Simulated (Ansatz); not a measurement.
Start from `N[SiH2]OC[SiH3]` and change one atom or group to get `N[SiH2][O][SnH3]`.

Ansatz, PBE0-D4/def2-TZVP geometries, multiplicity 1. Each molecule was computed in one conformer, which needn't be the lowest.

Elements past krypton have def2 core potentials.

| property | `N[SiH2]OC[SiH3]` |
| --- | --- |
| HOMO–LUMO gap (ωB97M-V/def2-TZVPP) / eV | 12.28 |
| HOMO energy (B3LYP/def2-TZVPP) / eV | -7.58 |
| LUMO energy (ωB97M-V/def2-TZVPP) / eV | 2.06 |
| size of the dipole moment (B3LYP/def2-TZVPP) / D | 0.57 |
| HOMO energy (ωB97M-V/def2-TZVPP) / eV | -10.22 |
| size of the dipole moment (PBE/def2-TZVPP) / D | 0.73 |

**Question.** What does the change do to each property? (Best estimate.)

**Answer.** Computed: 
```tsv
property	`N[SiH2][O][SnH3]`	shift
HOMO–LUMO gap (ωB97M-V/def2-TZVPP) / eV	11.10	-1.18
HOMO energy (B3LYP/def2-TZVPP) / eV	-7.37	0.21
LUMO energy (ωB97M-V/def2-TZVPP) / eV	1.11	-0.95
size of the dipole moment (B3LYP/def2-TZVPP) / D	2.27	1.70
HOMO energy (ωB97M-V/def2-TZVPP) / eV	-9.99	0.23
size of the dipole moment (PBE/def2-TZVPP) / D	2.25	1.52
```

With PBE0 the HOMO rises by 0.23 eV and the LUMO falls by 0.90 eV, so the gap narrows by about 1.13 eV. PBE moves the HOMO by 0.22 eV and ωB97M-V by 0.23 eV. Dipoles are sizes alone; their direction can turn.

B3LYP here is the variant with VWN-RPA as its local correlation; programs differ in this.
